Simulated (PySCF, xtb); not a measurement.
C₂H₆B, SMILES [B](C)C, multiplicity 2. Atoms are numbered in the order given.

```xyz
9

C      1.3952     0.0124     0.0985
B      0.0000     0.0000    -0.5634
C     -1.3952    -0.0124     0.0985
H      1.6717    -1.0485     0.2031
H      2.1844     0.4745    -0.4969
H      1.4020     0.4369     1.1109
H     -1.4020    -0.4369     1.1109
H     -2.1844    -0.4745    -0.4969
H     -1.6717     1.0485     0.2031
```
Charge 0, spin multiplicity 2.

Geometry optimised at PBE0-D3(BJ)/def2-TZVP. The isomer is the one that the SMILES or the coordinates give; other isomers of the formula were not compared.

Calculation: IEF-PCM-M06-2X/def2-SVP in PySCF.

The values are the electrostatic part of the solvation free energy, E(continuum) − E(gas) at the gas-phase geometry, in a cavity of scaled van der Waals radii (PySCF's table); cavitation and dispersion terms are not included. The dipole moment in vacuum is 1.03 D.

Computed values in water (ε = 78.36), toluene (ε = 2.37), tetrahydrofuran (ε = 7.43):
| solvent | ε | ΔG(elec) (kcal/mol) | dipole (D) |
|---|---|---|---|
| water | 78.36 | -1.4 | 1.33 |
| toluene | 2.37 | -0.6 | 1.16 |
| tetrahydrofuran | 7.43 | -1.1 | 1.27 |

For comparison, GFN2-xTB/ALPB(water) (xtb, at the GFN2-xTB geometry, all terms of that model) gives -0.5 kcal/mol.
